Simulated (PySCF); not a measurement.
Level of theory: delta-SCF UKS SCAN, pcX-2 on the ionised atom, pcseg-1 elsewhere, spin-free X2C in PySCF. Geometries: GFN2-xTB; isolated species, one conformer each. Values against the vacuum level.

Problem. Rank by computed C 1s binding energy, lowest first.
A. Carbon in `COS(=O)OC`
B. C4 in `[CH2:1]=[CH:2][CH2:3][CH-:4][C:5]#[N:6]`
C. C3 in `[CH2:1]=[C:2]([CH:3]=[O:4])[SiH2:5][F:6]`
D. C4 in `[CH3:1][O:2][S:3]([CH3:4])(=[O:5])=[O:6]`

Solution. B (283.91 eV), D (292.01 eV), A (292.48 eV), C (293.64 eV).

The highest is bonded to O (double bond), C and H, the lowest to 2 C and H in a species of charge -1; the range is 9.73 eV.

Problem. Rank by computed O 1s binding energy, lowest first.
A. Oxygen in `C=CC(=O)[SiH2]F`
B. O6 in `[F:1][C@@H:2]1[CH2:3][O:4][CH2:5][O:6]1`
C. O5 in `[CH3:1][O:2][S:3]([CH3:4])(=[O:5])=[O:6]`
D. Oxygen in `O=C([SiH3])/C=C\F`
E. O2 in `[CH3:1][O:2][S:3](=[O:4])[O:5][CH3:6]`

Solution. D (537.41 eV), A (537.71 eV), C (537.97 eV), E (538.73 eV), B (539.44 eV).

The highest is bonded to 2 C, the lowest to C (double bond); the range is 2.03 eV.

The basis sets have no added diffuse functions, a weakness for anions.
